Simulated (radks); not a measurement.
All-electron atom: Xe+ in [Kr] 4d10 5s2 5p5. All-electron calculation, scalar-relativistic Kohn-Sham, r2SCAN, spin-polarised, spherical densities, finite nucleus; open shells are filled with parallel spins first (spin-orbit coupling, left out, can overturn this in heavy ions); meta-GGA in the generalised Kohn-Sham scheme; Fermi nuclear charge, rms radius 4.7859 fm. Program: a radial shooting solver on a logarithmic mesh with Libxc functionals.

Normalised radial functions P(r) = r R(r), r in bohr:

```
   r/bohr * 4d up (the largest magnitude, 1.18, reaches the edge; | marks zero)
 0.004439                             *
 0.006784                             *
  0.01045                             *
  0.01597                             *
   0.0244                             |*
  0.03728                             |*
  0.05743                             |   *
  0.08775                             |       *
   0.1341                             |            *
   0.2049                             |             *
   0.3156                             |   *
   0.4823             *               |
    0.737  *                          |
    1.126          *                  |
    1.735                      *      |
    2.651                            *|
     4.05                             *
    6.189                             *
```

4d up: eigenvalue -70.780 eV, 1 radial node at r = 0.344 bohr, <r> = 0.877 bohr, 90 % of the charge inside 1.33 bohr.
